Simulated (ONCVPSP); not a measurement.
**Potentials for neon (Ne) compared**

Generated with ld1.x 7.5 (TM, RRKJ, ultrasoft, PAW), atompaw 4.2 or ONCVPSP 4.0.1. The cutoff is in Ry: for ld1.x and atompaw files where the sum of valence levels is converged to 10 mRy in a Bessel basis, for ONCV files where the hardest occupied wave has 1 mHa per electron of residual kinetic energy. The error is the largest all-electron minus pseudo excitation energy over each file’s own four to seven test configurations (ionisations up to +4, promotions, holes and added fractions of an electron), all of which were solved. The labels leave out finer settings (local radius, basis sizes, second energies), which also bear on the numbers. Spin-polarised tests are not counted. The rows are a selection from randomly drawn settings: files with unsolved tests, undetermined cutoffs or missed reference levels are left out.

A true bound ghost makes a file unfit for plane-wave use even where its test errors are small: the radial tests pick states by their node count and pass the ghost by.

```tsv
potential	cutoff (Ry)	largest error (meV)	bound ghosts
ONCV, PBEsol, scalar-relativistic, rc 0.75/0.95 (sp), local smoothed, core correction yes, reference 2s2 2p6, qcut 10/13.1, projectors 1/1	133	+196	none
ONCV, PBE, scalar-relativistic, rc 0.60/1.10/1.00 (spd), local smoothed, core correction yes, reference 2s2 2p4, qcut 10.6/15.4/8.7, projectors 1/2/2	267	+66	none
ONCV, PBEsol, scalar-relativistic, rc 0.70/1.55 (sp), local smoothed, core correction yes, reference 2s2 2p4, qcut 10.7/7.5, projectors 2/2	113	+950	none
ONCV, PBE, non-relativistic, rc 0.75/1.65/1.60 (spd), local s, core correction yes, reference 2s2 2p6, qcut 7.6/9.4/5.4, projectors 0/3/2	523	+6748	none
ONCV, PBE, scalar-relativistic, rc 0.50/1.30/1.25 (spd), local smoothed, core correction yes, reference 2s2 2p5.5, qcut 12.1/8.9/7.9, projectors 2/1/2	142	+974	none
ONCV, PBEsol, scalar-relativistic, rc 0.55/1.40/1.40 (spd), local smoothed, core correction yes, reference 2s2 2p6, qcut 11.3/11.6/6.2, projectors 2/2/3	145	+835	none
```

**Question.** Fill in the row for Ne: ONCV, PBE, scalar-relativistic, rc 0.50/0.85 (sp), local smoothed, core correction yes, reference 2s2 2p6, qcut 15.7/18.7, projectors 2/2.

**Answer.** cutoff 190 Ry, largest error +241 meV, bound ghosts: s.

**Question.** Fill in the row for Ne: ONCV, PBEsol, scalar-relativistic, rc 0.50/0.90 (sp), local s, core correction no, reference 2s2 2p6, qcut 11.3/13.5, projectors 0/1.

**Answer.** cutoff 146 Ry, largest error +446 meV, bound ghosts: none.
